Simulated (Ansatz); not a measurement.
These are frozen-core CCSD(T)/cc-pVDZ // B3LYP-D3(BJ)/def2-SVP (Ansatz, a first-principles code) values and carry that method's errors.

Ansatz 0.2 input:
```yaml
crystal:
  periodic: [false, false, false]
  atoms:
    - { symbol: C, position_ang: [1.323179, 0.770946, 2.458498] }
    - { symbol: C, position_ang: [0.142691, -0.029503, 1.891641] }
    - { symbol: Si, position_ang: [0.0, 0.000002, 0.000001] }
    - { symbol: C, position_ang: [-1.5713, -0.924002, -0.526087] }
    - { symbol: C, position_ang: [-1.581536, -2.419703, -0.182036] }
    - { symbol: C, position_ang: [-0.093473, 1.794954, -0.60741] }
    - { symbol: C, position_ang: [-1.228557, 2.62296, 0.010316] }
    - { symbol: C, position_ang: [1.522081, -0.84144, -0.758142] }
    - { symbol: C, position_ang: [1.486915, -0.974209, -2.286779] }
    - { symbol: H, position_ang: [1.368697, 0.720444, 3.55898] }
    - { symbol: H, position_ang: [1.257844, 1.836582, 2.183701] }
    - { symbol: H, position_ang: [2.287174, 0.397862, 2.075396] }
    - { symbol: H, position_ang: [0.211128, -1.08375, 2.214716] }
    - { symbol: H, position_ang: [-0.807044, 0.346677, 2.313085] }
    - { symbol: H, position_ang: [-2.437608, -0.422746, -0.058379] }
    - { symbol: H, position_ang: [-1.702756, -0.784911, -1.614432] }
    - { symbol: H, position_ang: [-1.479829, -2.58683, 0.902846] }
    - { symbol: H, position_ang: [-2.514636, -2.912729, -0.501306] }
    - { symbol: H, position_ang: [-0.748411, -2.95215, -0.669646] }
    - { symbol: H, position_ang: [-0.191703, 1.780746, -1.707705] }
    - { symbol: H, position_ang: [0.880181, 2.276685, -0.404792] }
    - { symbol: H, position_ang: [-2.215328, 2.179159, -0.200799] }
    - { symbol: H, position_ang: [-1.246696, 3.655582, -0.375749] }
    - { symbol: H, position_ang: [-1.13173, 2.68669, 1.106639] }
    - { symbol: H, position_ang: [1.629623, -1.838432, -0.293854] }
    - { symbol: H, position_ang: [2.418176, -0.274239, -0.448633] }
    - { symbol: H, position_ang: [2.392636, -1.4633, -2.681928] }
    - { symbol: H, position_ang: [0.622306, -1.57113, -2.620692] }
    - { symbol: H, position_ang: [1.407977, 0.009792, -2.777448] }
basis:
  gaussian: { orbitals: cc-pVDZ }
correlation:
  method: ccsd_t
```

Output:

```
Functional definition: HF
2089 factors; integrals over basis functions are off by at most 1.4e-3 eV
mean field evaluation 1: about -16417.5054 eV, gradient 4.5e1 eV
mean field evaluation 2: about -16417.7985 eV, gradient 4.5e1 eV
mean field evaluation 4: about -16423.7239 eV, gradient 4.6e0 eV
mean field evaluation 8: about -16423.8003 eV, gradient 1.4e-1 eV
mean field evaluation 16: about -16423.5043 eV, gradient 4.3e-1 eV
mean field -16423.80033308 eV, -603.5635297892 hartree, gradient 5.5e-6 eV, S^2 0.000000; 0 other end points of the search recorded, 0 dependent functions left out
13 core orbitals not correlated
reference -16423.80033308 eV, -603.5635297892 hartree; 28, 28 occupied and 189, 189 virtual orbitals, 2089 factors
second order -34.63876142 eV of doubles, -0.00000000 eV of singles
cycle   1  -37.03730342 eV  change    -2.4e0 eV  update   1.2e-1
cycle   2  -38.02282378 eV  change   -9.9e-1 eV  update   3.4e-2
cycle   3  -38.14508125 eV  change   -1.2e-1 eV  update   1.1e-2
cycle   4  -38.14859186 eV  change   -3.5e-3 eV  update   3.0e-3
cycle   5  -38.14983153 eV  change   -1.2e-3 eV  update   8.7e-4
cycle   6  -38.14995322 eV  change   -1.2e-4 eV  update   2.4e-4
cycle   7  -38.14995086 eV  change    2.4e-6 eV  update   7.2e-5
cycle   8  -38.14996479 eV  change   -1.4e-5 eV  update   2.4e-5
perturbative correction -1.15547424 eV, -0.0424628952 hartree
Total energy: -16463.10577212 eV, -605.0079780314 hartree
```

Cost: around 30 core-minutes (rough).
